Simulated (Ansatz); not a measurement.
Gas-phase electronic energies from Ansatz, PBE0-D4/def2-TZVP geometries. CCSD(T)/CBS adds triple-zeta CCSD(T) − MP2 to the extrapolated MP2 energy (def2 sets, frozen cores). This one scheme is used for every species. Functionals use def2-TZVPP. B3LYP here is the variant with VWN-RPA as its local correlation; programs differ in this. For Zn outer-core shells are correlated without core-valence functions, which leaves a few kJ/mol of doubt a bond. Scalar relativity is left out up to krypton. Each species was taken in one conformer, which may not be the lowest.

`C[SiH2][BH][ZnH]` + `CC` → `C[CH2][ZnH]` + `B[SiH2]C`  (formal exchange of groups at a Zn–B bond)

(1) Is it downhill or uphill in electronic energy at CCSD(T)/CBS, and by how much? (An estimate is asked.)

(2) What do these levels give: B3LYP-D4, B2PLYP, B3LYP, MP2/def2-TZVPP, CCSD(T)/def2-TZVPP, HF/def2-QZVPP? (Best estimate.)

Largest T1 diagnostic among the species: 0.014.

Answers

(1) Computed: Uphill: ΔE = +5.1 kcal/mol.

(2) The calculation gave: B3LYP-D4 5.6, B2PLYP 4.7, B3LYP 5.4, MP2/def2-TZVPP 3.5, CCSD(T)/def2-TZVPP 5.0, HF/def2-QZVPP 5.4 kcal/mol.
